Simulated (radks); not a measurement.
Task: The mean radii <r> (bohr) of the occupied orbitals of an atom or ion are listed with their occupations. Method: scalar-relativistic Kohn-Sham, TASK exchange with Perdew-Wang LDA correlation, spin-polarised, spherical densities, finite nucleus; meta-GGA in the generalised Kohn-Sham scheme; Fermi nuclear charge, rms radius of each element as measured or else 0.836 A^(1/3) + 0.57 fm; computed with a radial shooting solver on a logarithmic mesh with Libxc functionals.

| orbital | occ. | <r> |
|---|---|---|
| 1s down | 1 | 0.01775 |
| 1s up | 1 | 0.01775 |
| 2s up | 1 | 0.07495 |
| 2s down | 1 | 0.07495 |
| 2p up | 3 | 0.06732 |
| 2p down | 3 | 0.06731 |
| 3s up | 1 | 0.1940 |
| 3s down | 1 | 0.1940 |
| 3p up | 3 | 0.1946 |
| 3p down | 3 | 0.1946 |
| 3d up | 5 | 0.1763 |
| 3d down | 5 | 0.1763 |
| 4s up | 1 | 0.4326 |
| 4s down | 1 | 0.4327 |
| 4p up | 3 | 0.4600 |
| 4p down | 3 | 0.4601 |
| 4d up | 5 | 0.4897 |
| 4d down | 5 | 0.4894 |
| 5s up | 1 | 1.013 |
| 5s down | 1 | 1.001 |
| 5p up | 3 | 1.169 |
| 4f up | 7 | 0.5580 |
| 4f down | 7 | 0.5518 |
| 5p down | 3 | 1.144 |
| 5d up | 5 | 1.569 |

Name the element and its charge. Open shells, if any, are filled with parallel spins first.

Result: Z = 76, osmium, charge +3: Os3+ in [Xe] 4f14 5d5. The 1s radius gives Z: for a bare nucleus <r> = (2 gamma + 1)/(2Z) with gamma = sqrt(1 - (Z/c)^2), 0.01753 bohr for Z = 76, and screening makes it slightly larger (0.01775 here). The occupations add up to 73, and the charge is Z minus that.
